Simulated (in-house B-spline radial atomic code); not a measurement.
Atomic self-consistent-field run: Os II (Os+) (an excited or competing configuration). Computed with a radial B-spline atomic code at the basis-set limit: Dirac-Hartree-Fock, average of configuration, Fermi nucleus of rms radius 5.4126 fm.

Command:
```bash
python run_scf.py task.json out
```
Settings (nuclear radius in fm, mass in u):
```
Z                76
configuration    [Xe] 4f13 5d6 6s1 7g1
hamiltonian      dirac
method           hf
spin_polarised   False
nucleus          fermi
rms_radius       5.4126
atomic_mass      191.96148
speed_of_light   137.035999084
```

Output (hartree, bohr):
```
 radial grid: 92 intervals, B-splines of order 8, outer radius 173.4 bohr

 iter        energy (Eh)    residual
    1      -17267.649996    7.01e-01
    2      -17268.275938    2.48e-02
    3      -17268.286248    1.11e-02
    4      -17268.287189    5.58e-03
    5      -17268.287589    4.92e-04
    6      -17268.287598    1.41e-04
    7      -17268.287599    1.97e-05
    8      -17268.287599    4.58e-06
    9      -17268.287599    2.80e-06
   10      -17268.287599    4.47e-08

 total energy                    -17268.28760
 kinetic                           19587.1957
 electron-nucleus                 -43188.7046
 electron-electron                  6333.2212

 first-order corrections (not in the total)
   Gaunt                            21.1381
   retardation                      -2.2409
   frequency dependence             -0.3826
   self-energy                      15.5296
   Uehling                          -3.0045
   Wichmann-Kroll                    0.1241
   recoil                            0.0302

 orbital      occ     eigenvalue          <r>       <r^2>       <1/r>       <r^4>     <1/r^2>       r_max    small
 1s1/2      2.000     -2733.5211    0.0177345  0.00043347     90.4053 5.12852e-07     19866.1     0.01103  8.26e-02
 2s1/2      2.000      -482.1985    0.0742184  0.00657898     22.1014  7.5852e-05      2745.5     0.06356  1.88e-02
 2p1/2      2.000      -460.7024    0.0613851  0.00469709     22.0198 4.57495e-05     863.261     0.04717  1.88e-02
 2p3/2      4.000      -404.3294    0.0695366   0.0058882     18.3029 6.81322e-05      457.71     0.05418  1.69e-02
 3s1/2      2.000      -115.5443     0.192967   0.0427287     8.12842  0.00276637     621.949      0.1788  6.25e-03
 3p1/2      2.000      -105.9782     0.183382   0.0392259     8.02839  0.00244446     199.169      0.1674  6.18e-03
 3p3/2      4.000       -93.5048      0.19831   0.0456699     7.06977  0.00328095      107.45      0.1816  5.64e-03
 3d3/2      4.000       -77.7015     0.173537   0.0353753     6.94541  0.00222237      60.456      0.1422  5.49e-03
 3d5/2      6.000       -75.0277     0.178126   0.0371421     6.72167  0.00242876     55.7917      0.1462  5.34e-03
 4s1/2      2.000       -26.5628       0.4309    0.209586     3.41038   0.0634849     154.383       0.405  2.06e-03
 4p1/2      2.000       -22.5042     0.435291    0.215591     3.29877   0.0689578     48.6199      0.4046  1.97e-03
 4p3/2      4.000       -19.5218     0.466635    0.247516     2.98324   0.0908328     26.6457      0.4333  1.78e-03
 4d3/2      4.000       -12.8501     0.479758    0.266272     2.77081    0.113221     13.9222       0.429  1.58e-03
 4d5/2      6.000       -12.2870     0.490606    0.278234     2.69315    0.123518     12.8281      0.4383  1.53e-03
 5s1/2      2.000        -4.8825       1.0046     1.13172     1.34213     1.86906     28.6249      0.9127  4.76e-04
 5p1/2      2.000        -3.5061       1.0884      1.3375     1.22553     2.69735     8.25345      0.9688  4.08e-04
 5p3/2      4.000        -3.0080      1.17662     1.56325     1.11434     3.69693     4.51716       1.043  3.53e-04
 4f5/2      5.571        -3.8165     0.534679     0.34729     2.30215    0.250316     6.62725      0.4021  1.16e-03
 4f7/2      7.429        -3.7045     0.541666      0.3565     2.27174    0.264263     6.44412      0.4069  1.14e-03
 5d3/2      2.400        -1.1975      1.54782       2.779    0.837814     13.1655     1.63625       1.266  2.07e-04
 5d5/2      3.600        -1.1490      1.59583     2.95394    0.809671     14.8755     1.48359       1.303  1.95e-04
 6s1/2      1.000        -0.8814      2.62076     7.69354    0.484185     87.0626     3.79432       2.325  7.47e-05
 7g7/2      0.444        -0.0408      31.7281      1137.9   0.0408787 1.73747e+06  0.00260498       35.24  1.09e-06
 7g9/2      0.556        -0.0408      31.7278     1137.88   0.0408799 1.73741e+06  0.00260523       35.24  1.09e-06
```

Run time, properties included: 7.9 s on 1 thread of Arm Neoverse V1, with other jobs on the host.

For the Dirac Hamiltonian the kinetic term is c α·p + (β - 1)c².
